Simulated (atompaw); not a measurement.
**An all-electron radial function and its pseudo partner (Ga (Z = 31))**

Columns: radius, all-electron u(r) and pseudo u(r) of the 4s shell (level -8.95 eV) of gallium in the configuration [Ar] 3d10 4s2 4p1; PBE, scalar-relativistic, PAW (atompaw) scheme, atompaw 4.2.0.5.

```csv
r (bohr),all-electron,pseudo
0.100,0.1314,0.0787
0.200,0.1355,0.1565
0.300,-0.0984,0.2323
0.400,-0.2705,0.3051
0.500,-0.3139,0.3742
0.600,-0.2572,0.4388
0.700,-0.1439,0.4982
0.800,-0.0078,0.5519
0.900,0.1299,0.5994
1.000,0.2575,0.6405
1.100,0.3694,0.6751
1.200,0.4636,0.7031
1.300,0.5402,0.7246
1.400,0.6002,0.7399
1.500,0.6454,0.7494
1.600,0.6775,0.7534
1.700,0.6984,0.7524
1.800,0.7097,0.7470
1.900,0.7129,0.7376
2.000,0.7094,0.7249
2.100,0.7003,0.7093
2.200,0.6867,0.6914
2.300,0.6695,0.6716
2.400,0.6495,0.6502
2.500,0.6274,0.6275
2.600,0.6038,0.6038
```

How many radial nodes do the two functions have?

The all-electron 4s function has n − l − 1 = 3 (the table is too coarse to show those close to the nucleus); the pseudo-wave has 0, since the states of the same l below it are removed with the core.

Where does each function peak?

Outermost all-electron maximum near 1.90 bohr, pseudo maximum near 1.60 bohr (to the table’s step).

Is the pseudo-wave norm-conserving?

No, it belongs to a PAW set: the norm inside the radius is not constrained, and the difference is carried by the augmentation charge.
